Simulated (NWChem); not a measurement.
The numbers come from NWChem runs, not from measurements. System: H₂AlBr, charge 0, spin multiplicity 1, at a geometry optimised with PBE/def2-SVP. The structure started from a generated list of species. Level: G0W0@PBE/def2-SVPD, RI basis def2-svpd-rifit.

The NWChem input:

```
start mol
memory heap 200 mb stack 700 mb global 1700 mb
geometry units angstroms nocenter noautoz
  Al     0.000000     0.000000    -1.562107
  H     -1.410721     0.000000    -2.298630
  H      1.410721     0.000000    -2.298630
  Br     0.000000     0.000000     0.711561
  symmetry group C2v
end
basis spherical
  * library def2-svpd
end
basis "ri basis" bse spherical
  * library def2-svpd-rifit
end
dft
  xc xpbe96 cpbe96
  iterations 100
  direct
  tolerances tight
end
task dft energy
gw
  states alpha occ 4 vir 2
end
task dft gw
```

NWChem printed:

```
             Northwest Computational Chemistry Package (NWChem) 7.3.0
             --------------------------------------------------------

                                NWChem Input Module
                                -------------------

 Scaling coordinates for geometry "geometry" by  1.889725989
 (inverse scale =  0.529177249)

 Turning off AUTOSYM since
 SYMMETRY directive was detected!

                             Geometry "geometry" -> ""
                             -------------------------

 Output coordinates in angstroms (scale by  1.889725989 to convert to a.u.)

  No.       Tag          Charge          X              Y              Z
 ---- ---------------- ---------- -------------- -------------- --------------
    1 Al                  13.0000     0.00000000     0.00000000    -1.56210700
    2 H                    1.0000    -1.41072100     0.00000000    -2.29863000
    3 H                    1.0000     1.41072100     0.00000000    -2.29863000
    4 Br                  35.0000     0.00000000     0.00000000     0.71156100

 Effective nuclear repulsion energy (a.u.)     125.8732410890

            Nuclear Dipole moment (a.u.)
            ----------------------------
        X                 Y               Z
 ---------------- ---------------- ----------------
     0.0000000000     0.0000000000    -0.0000302356

      Symmetry information
      --------------------

 Group name             C2v
 Group number             16
 Group order               4
 No. of unique centers     3

      Symmetry unique atoms

     1    2    4


 Summary of "ao basis" -> "" (spherical)
 ------------------------------------------------------------------------------
       Tag                 Description            Shells   Functions and Types
 ---------------- ------------------------------  ------  ---------------------
 *                         def2-svpd                  on all atoms

 new library libraries.bse/

 Summary of "ri basis" -> "" (spherical)
 ------------------------------------------------------------------------------
       Tag                 Description            Shells   Functions and Types
[...]
           0.000000000000           0.000000000000          14.325014064304

     Multipole analysis of the density
     ---------------------------------

     L   x y z        total         alpha         beta         nuclear
     -   - - -        -----         -----         ----         -------
     0   0 0 0     -0.000000    -25.000000    -25.000000     50.000000

     1   1 0 0      0.000000      0.000000      0.000000      0.000000
     1   0 1 0      0.000000      0.000000      0.000000      0.000000
     1   0 0 1     -0.455909     -0.227939     -0.227939     -0.000030

     2   2 0 0    -26.508803    -20.361297    -20.361297     14.213791
     2   1 1 0     -0.000000     -0.000000     -0.000000      0.000000
     2   1 0 1      0.000000      0.000000      0.000000      0.000000
     2   0 2 0    -22.390681    -11.195341    -11.195341      0.000000
     2   0 1 1      0.000000      0.000000      0.000000      0.000000
     2   0 0 2    -24.076001   -119.189364   -119.189364    214.302728

 Task  times  cpu:        3.0s     wall:        3.0s

                                NWChem Input Module
                                -------------------

                                 NWChem GW Module
                                 ----------------

                             ***********************
                             ***        GW       ***
                             ***********************

 Summary of "ri basis" -> "ri basis" (spherical)
 ------------------------------------------------------------------------------
       Tag                 Description            Shells   Functions and Types
 ---------------- ------------------------------  ------  ---------------------
 Al                     def2-svpd-rifit             24       78   9s6p6d3f
 H                      def2-svpd-rifit              9       23   4s3p2d
 Br                     def2-svpd-rifit             37      143   11s10p8d5f3g

                 Memory Information
                 ------------------
          Available GA per process is          1699.9 MBs
          Available stack per process is        700.0 MBs
          Available heap per process is           0.0 MBs

          Peak memory in Initialization
              Peak GA per process is                  5.0 MBs
              Peak stack per process is               0.0 MBs
              Peak heap per process is                5.3 MBs
              Memory not in MA per process            0.0 MBs

          Peak memory in AFF Calculation
              Peak GA per process is                 22.2 MBs
              Peak stack per process is              15.0 MBs
              Peak heap per process is                0.0 MBs
              Memory not in MA per process           15.0 MBs

          Computing 2-center integrals
          Computing Inverse Cholesky factor
          Computing 3-center integrals
          Computing V_xc ...

          Computing Sigma_x
          Computing RPA polarizability
          Solving quasiparticle equations

                  Alpha Orbitals
          State     Energy (eV)     Error (eV)
          -----------------------------------
@GW        22        -11.144           0.002
@GW        23        -11.009           0.002
@GW        24        -10.103           0.002
@GW        25         -9.781           0.002
@GW        26          0.106           0.002
@GW        27          1.547           0.002

   Applying  -2.7470 eV scissor-shift to rest of particle states

   Applying   2.6850 eV scissor-shift to rest of hole states

     GW Timing Statistics
   ------------------------
   Init.   :          0.1s
     ERIs  :          0.3s
     Distr.:          0.0s
     Vxc   :          0.1s
   Sigma_x :          0.0s
   RPA     :          0.5s
   Wmn     :          0.0s
   Sigma_c :          0.0s
   GW total:          1.0s

 Task  times  cpu:        1.0s     wall:        1.0s

 Total times  cpu:        4.0s     wall:        4.0s
```
